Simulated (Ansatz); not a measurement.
**Worked example: C3H7FO + C2H10OSi2 → C3H8O2 + C2H9FSi2**

Species: C3H7FO `CC(O)CF`, singlet; C2H10OSi2 `CC[SiH](O)[SiH3]`, singlet; C3H8O2 (1,2-propanediol) `CC(O)CO`, singlet; C2H9FSi2 `CC[SiH](F)[SiH3]`, singlet. The partners trade F for OH: C–F and Si–OH bonds give way to C–OH and Si–F.

Shapes, held fixed at every level: PBE0-D4/def2-TZVP. Flexible molecules stand in one conformer, not always the lowest. Programs: Ansatz 0.2.0. Electronic energies: no zero-point or thermal term.

At CCSD(T)/CBS estimate; 1 Eh = 2625.50 kJ/mol:

| species | energy (Eh) |
| --- | --- |
| C3H7FO | -293.330574 |
| C2H10OSi2 | -735.503899 |
| C3H8O2 | -269.315346 |
| C2H9FSi2 | -759.537322 |

Problem. Work out ΔE of the reaction at this level.

Solution. 
1. Products less reactants: (-269.315346) + (-759.537322) − [(-293.330574) + (-735.503899)] = -0.018195 Eh = -47.8 kJ/mol.

Other levels give -47.8 (MP2/def2-TZVPP) to -43.1 kJ/mol (B3LYP-D4/def2-TZVPP). No measured value is set beside it here. The CBS estimate extrapolates MP2 from def2-TZVPP and def2-QZVPP and adds CCSD(T) − MP2 in the triple-zeta set, cores frozen.
